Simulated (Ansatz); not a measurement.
Abridged output of a molecular run in Ansatz:

```
Functional definition: HF
1540 factors; integrals over basis functions are off by at most 1.2e-3 eV
mean field evaluation 1: about -62832.9690 eV, gradient 4.5e1 eV
mean field evaluation 2: about -62833.1174 eV, gradient 4.5e1 eV
mean field evaluation 4: about -62837.7893 eV, gradient 4.6e0 eV
mean field evaluation 8: about -62837.8647 eV, gradient 2.9e-1 eV
mean field evaluation 16: about -62837.8652 eV, gradient 1.0e-6 eV
mean field -62837.86524785 eV, -2309.2489548237 hartree, gradient 1.0e-6 eV, S^2 0.000000; 0 other end points of the search recorded, 0 dependent functions left out
16 core orbitals not correlated: weight in the atoms' cores, before any rotation towards them, 1.000 or more for the frozen orbitals, at most 0.000 for the correlated occupied ones
reference -62837.86524785 eV, -2309.2489548237 hartree; 17, 17 occupied and 231, 231 virtual orbitals, 1540 factors
second order -20.56534328 eV of doubles, -0.00000000 eV of singles
cycle   1  -20.86768731 eV  change   -3.0e-1 eV  update   1.1e-1
cycle   2  -21.52812078 eV  change   -6.6e-1 eV  update   3.4e-2
cycle   3  -21.64930443 eV  change   -1.2e-1 eV  update   1.7e-2
cycle   4  -21.63871597 eV  change    1.1e-2 eV  update   4.2e-3
cycle   5  -21.63830526 eV  change    4.1e-4 eV  update   2.1e-3
cycle   6  -21.63826730 eV  change    3.8e-5 eV  update   6.7e-4
cycle   7  -21.63813867 eV  change    1.3e-4 eV  update   3.2e-4
cycle   8  -21.63816602 eV  change   -2.7e-5 eV  update   8.9e-5
cycle   9  -21.63819347 eV  change   -2.7e-5 eV  update   3.0e-5
perturbative correction -0.83035239 eV, -0.0305148875 hartree
Total energy: -62860.33379371 eV, -2310.0746586544 hartree
```

Its atoms:

```xyz
12

C    -0.446   -0.329    1.936
Ga    1.164   -0.198    0.827
N     0.904    0.138   -0.965
Si   -0.583    0.362   -1.804
H    -0.737   -1.378    2.041
H    -0.272    0.064    2.939
H    -1.285    0.207    1.488
H     2.654   -0.359    1.278
H     1.737    0.195   -1.532
H    -1.347    1.535   -1.289
H    -1.484   -0.818   -1.670
H    -0.305    0.581   -3.250
```

Task: Which basis set was used?
A. def2-TZVPPD
B. cc-pV(D+d)Z
C. cc-pV(Q+d)Z
D. def2-TZVPP

Result: D. It gives 264 functions.

Task: Write the keys of the input that set method, charge and spin (a neutral closed shell needs none for the last two).

Result: 
```yaml
correlation: {method: ccsd_t}
```
